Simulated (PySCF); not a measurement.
C2H5BF2O, SMILES OCB(F)CF.

The structure is a stationary point at r2SCAN-D4/def2-SVP. The structure was generated by enumeration, and PubChem lists no compound with its InChIKey, so it may never have been made. Other conformers were not sampled.

Two levels are set side by side: PBE/def2-TZVP (PySCF) and HF/def2-TZVP (PySCF). Same geometry, gas phase. Differences are taken from unrounded values.

| quantity | HF | PBE | PBE minus HF |
|---|---|---|---|
| orbital gap (eV) | 14.82 | 4.66 | -10.16 |
| highest occupied level (eV) | -11.99 | -6.25 | 5.74 |
| lowest empty level (eV) | 2.83 | -1.59 | -4.42 |
| dipole moment (D) | 2.14 | 1.81 | -0.33 |
| mean polarisability (bohr³) | 38.3 | 44.5 | 6.2 |

Without exact exchange PBE keeps part of each electron's self-repulsion, which lifts occupied levels and narrows the gap. Loosely held outer electrons make PBE densities more polarisable. Differences between two approximate levels are no errors against the true value.

Rough cost on one machine, each run with all the roots and properties that it gave: HF against PBE about 1/3.
